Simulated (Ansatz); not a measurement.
`C#[C][Zr]([OH])([F])[O]C` + `C[SeH]` → `C[O][Zr]([OH])([F])[Se]C` + `C#C`  (ligand exchange at a Zr–C bond)

Program: Ansatz. Geometries: PBE0-D4/def2-TZVP. ΔE: electronic, gas phase. CCSD(T)/CBS is the MP2 limit (def2-TZVPP, def2-QZVPP) plus CCSD(T) − MP2 in def2-TZVPP, frozen cores. This one scheme is used for every species. Functionals use def2-TZVPP. B3LYP here is the variant with VWN-RPA as its local correlation; programs differ in this. HSE06 is defined as in plane-wave codes. Elements past krypton have def2 core potentials. For Se, Zr outer-core shells are correlated without core-valence functions, which leaves a few kJ/mol of doubt a bond. Scalar relativity is left out up to krypton. Each species was taken in one conformer, which may not be the lowest.

`C#[C][Zr]([OH])([F])[O]C`:

```xyz
12

C     1.117    1.922   -2.525
C     0.606    1.561   -1.484
Zr   -0.355    0.936    0.401
O     0.731    1.517    1.862
F    -2.106    1.695    0.532
O    -0.495   -0.953    0.340
C    -0.569   -2.342    0.406
H     1.565    2.241   -3.440
H     1.274    1.583    2.642
H     0.073   -2.723    1.207
H    -1.598   -2.659    0.600
H    -0.242   -2.779   -0.541
```

`C[SeH]`:

Cartesian coordinates in Å:
```
C 0.072 0.151 -0.520
Se 0.606 -0.102 1.337
H -0.172 -0.803 -0.981
H 0.935 0.585 -1.023
H -0.766 0.841 -0.586
H -0.676 -0.672 1.772
```

`C[O][Zr]([OH])([F])[Se]C`:

```xyz
14

C    -1.180    1.394   -1.584
O    -0.852    0.250   -0.864
Zr   -0.252   -1.320    0.021
O    -0.225   -2.852   -1.121
F    -1.368   -1.571    1.562
Se    2.166   -0.882    0.812
C     1.543    0.624    1.926
H    -1.923    1.985   -1.039
H    -0.290    2.011   -1.743
H    -1.596    1.127   -2.560
H    -0.344   -3.464   -1.841
H     1.715    1.558    1.396
H     2.121    0.603    2.847
H     0.487    0.536    2.188
```

`C#C`:

Cartesian coordinates in Å:
```
C 0.137 0.412 0.411
C -0.137 -0.412 -0.411
H 0.382 1.146 1.143
H -0.382 -1.146 -1.143
```

| level | ΔE (kJ/mol) | difference from CCSD(T)/CBS |
| --- | --- | --- |
| BLYP-D4 | -61.5 | 5.9 |
| B97M-V | -55.3 | 12.1 |
| B3LYP-D4 | -63.4 | 4.0 |
| r2SCANh-D4 | -65.9 | 1.5 |
| HSE06-D4 | -66.1 | 1.3 |
| ωB97X-V | -60.1 | 7.3 |
| ωB97M-V | -61.5 | 5.9 |
| PBE0 | -61.7 | 5.7 |
| BHLYP | -57.1 | 10.3 |
| CCSD(T)/def2-SVP | -57.1 | 10.3 |
| CCSD(T)/CBS | -67.4 | 0 |

Problem. What do rigid-rotor, harmonic-oscillator terms from PBE0-D4/def2-TZVP frequencies (298.15 K, 1 bar) make of the CCSD(T)/CBS value? (Best estimate.)

Solution. The calculation gave: ΔZPE = +5.6 kJ/mol, ΔH = -60.1 kJ/mol, ΔS = -12 J/(mol·K), ΔG = -56.6 kJ/mol. Modes under 50 cm⁻¹ make the entropy rough.

Largest T1 diagnostic among the species: 0.017.

The D4 term adds −7.4 kJ/mol with B3LYP and −4.4 kJ/mol with PBE0; it sums over pairs of atoms, weighted by their polarisabilities, and B3LYP, whose exchange is more repulsive, gets the larger term. At CCSD(T), def2-SVP lies +10.3 kJ/mol from the extrapolated value and def2-TZVPP +5.9 kJ/mol.
